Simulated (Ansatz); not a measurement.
Isolated molecules relaxed with PBE0-D4/def2-TZVP in Ansatz; ΔE leaves out vibrations. CBS: MP2 limit from def2 TZ/QZ plus the TZ coupled-cluster correction, frozen cores. This one scheme is used for every species. Functionals use def2-TZVPP. B3LYP here is the variant with VWN-RPA as its local correlation; programs differ in this. One conformer a species, not always the lowest.

Consider the silylene loss: `N=CC[SiH2][SiH3]` → `N=CC[SiH3]` + `[SiH2]`.

Q: Is it downhill or uphill in electronic energy at CCSD(T)/CBS, and by how much? (An estimate is asked.)

A: Ansatz gave: Uphill: ΔE = +56.8 kcal/mol.

Q: What do these levels give: r2SCAN-D4, B3LYP-D4, B2PLYP, PBE0, B3LYP, MP2/def2-TZVPP, CCSD/def2-TZVPP, CCSD(T)/def2-TZVPP, HF/def2-QZVPP, MP2/def2-QZVPP, SCS-MP2/def2-QZVPP, MP2/CBS(def2)? (Estimate.)

A: The calculation gave: r2SCAN-D4 62.6, B3LYP-D4 56.1, B2PLYP 54.8, PBE0 59.6, B3LYP 52.3, MP2/def2-TZVPP 58.7, CCSD/def2-TZVPP 53.8, CCSD(T)/def2-TZVPP 55.2, HF/def2-QZVPP 49.5, MP2/def2-QZVPP 59.6, SCS-MP2/def2-QZVPP 56.4, MP2/CBS(def2) 60.3 kcal/mol.

Largest T1 diagnostic among the species: 0.014.

From PBE to PBE0 (25 % exact exchange), in def2-TZVPP and without D4, ΔE moves by +1.4 kcal/mol. In def2-TZVPP, CCSD(T) changes the Hartree–Fock value by +5.7 kcal/mol (the triples alone add +1.4 kcal/mol) and MP2 by +9.2 kcal/mol.
